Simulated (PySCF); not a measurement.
## C4H6ClSi: g tensor and hyperfine couplings

Species: C4H6ClSi (doublet state).
Numbering: `[CH2:1]=[C:2]/[C:3]([Cl:4])=[CH:5]\[SiH3:6]` (hydrogens: H7, H8 on C1; H9 on C5; H10, H11, H12 on Si6)

The calculation used UKS B3LYP, pcH-1 on C Cl H Si, non-relativistic, mean-field spin-orbit, GIAO (PySCF 2.14.0). Isolated species at its GFN2-xTB geometry, gas phase. The geometry wasn't refined by DFT: couplings that depend on bond lengths, twists or pyramidal angles can differ widely from those at the functional's own minimum. The SCF solution wasn't tested for stability. ⟨S²⟩ is 0.775 where a pure state has 0.75.

- g1, g2, g3: 2.00186, 2.00223, 2.00250
- g_iso: 2.00220
- Form of g: rhombic: the two nearest values differ by 42 % of g3 − g1
- ⟨S²⟩: 0.7749 (exact 0.7500)
- α and β electrons: 31, 30
- HOMO–LUMO gap, α and β orbitals: 4.75, 4.58 eV
- Total energy: -905.64754 Eh

Isotropic coupling and dipolar principal values T1 to T3, in MHz; ρ(0) is the spin density at the nucleus:

```csv
atom,isotope,a_iso,of which spin–orbit,T1,T2,T3,Mulliken spin population,ρ(0) (bohr⁻³)
C1,13C,-38.8,0.0,-9.6,2.7,6.9,-0.11,-0.0345
C2,13C,48.2,-0.1,-51.1,-38.4,89.5,0.57,0.0430
C3,13C,-55.7,-0.1,-27.2,10.8,16.5,-0.23,-0.0495
Cl4,35Cl,-1.0,0.1,-6.2,1.0,5.2,0.00,-0.0025
C5,13C,56.8,-0.1,-52.0,-50.7,102.6,0.70,0.0506
Si6,29Si,29.5,0.0,-1.6,-0.4,2.0,-0.03,-0.0333
H7,1H,109.2,0.0,-3.1,-2.2,5.3,0.05,0.0244
H8,1H,109.1,0.0,-3.1,-2.2,5.3,0.05,0.0244
H9,1H,-40.6,0.0,-25.4,-0.2,25.6,-0.03,-0.0091
H10,1H,-1.0,0.0,-2.4,-2.0,4.5,0.00,-0.0002
H11,1H,35.2,0.0,-2.2,-1.5,3.7,0.02,0.0079
H12,1H,35.4,0.0,-2.2,-1.5,3.7,0.02,0.0079
```

Largest spin populations (Mulliken): C5 (+0.70), C2 (+0.57), C3 (-0.23) and C1 (-0.11). The positive populations add up to 1.40 and the negative ones to -0.40, together 2S = 1. The angles at C5 add up to 360.0°, so it is planar; its axial dipolar tensor and the negative coupling of its proton fit spin in a p orbital normal to that plane.

C2, the radical centre as drawn in `C=[C]/C(Cl)=C\[SiH3]`, holds a spin population of +0.57 out of 1.

Axes: g1 points within 3° of the C2–C3 bond.

Under fast tumbling the dipolar parts average out, and these isotropic splittings remain: 2 × 1H (H7/H8, I = 1/2, 3 lines) with 3.90 mT, 1 × 1H (H9, I = 1/2, 2 lines) with 1.45 mT, 3 × 1H (H10/H11/H12, I = 1/2, 4 lines) with 0.83 mT and 1 × 35Cl (Cl4, I = 3/2, 4 lines) with 0.04 mT.

Nuclei that the bonding pattern makes equivalent are averaged, as if the motion that swaps them (rotation, inversion, ring flip) were fast. The three 1H nuclei of mean +23.2 MHz run from -1.0 to 35.4 MHz in the frozen geometry.

Main isotope only: 35Cl (natural samples also hold 24 % 37Cl, magnetic too, which adds its own pattern).

The 29Si coupling of Si6 (29.5 MHz) shows only in satellite lines or after enrichment, since that isotope makes up about 4.7 % of natural silicon.

The 13C coupling of C5 (56.8 MHz) shows only in satellite lines or after enrichment, since that isotope makes up about 1.07 % of natural carbon.

β density exceeds α density at some nuclei, such as C3 (-0.0495), C1 (-0.0345) and Si6 (-0.0333), spin density in bohr⁻³. In a single determinant that takes different orbitals for the two spins, that is spin polarisation.
